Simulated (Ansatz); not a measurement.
Species: C9H8BN, SMILES `Bc1ccc2cccnc2c1` (charge 0, multiplicity 1).

Give a relaxed geometry from B3LYP-D3(BJ)/def2-SVP (Ansatz, a first-principles code).

Several could match; the one computed here: the end point of this relaxation, one of several conformers (outside a Z-matrix the atoms follow the SMILES, hydrogens last).
Cartesian coordinates (Å) in one orientation:
```xyz
19

B      3.406     0.828    -0.486
C      1.972     0.288    -0.320
C      1.718    -1.100    -0.064
C      0.439    -1.584     0.085
C     -0.677    -0.707    -0.013
C     -2.023    -1.137     0.130
C     -3.038    -0.214     0.020
C     -2.705     1.145    -0.235
N     -1.476     1.584    -0.373
C     -0.455     0.687    -0.267
C      0.878     1.148    -0.415
H      3.589     2.002    -0.701
H      4.353     0.084    -0.404
H      2.569    -1.781     0.012
H      0.260    -2.645     0.279
H     -2.234    -2.192     0.325
H     -4.085    -0.506     0.123
H     -3.509     1.887    -0.324
H      1.016     2.214    -0.609
```
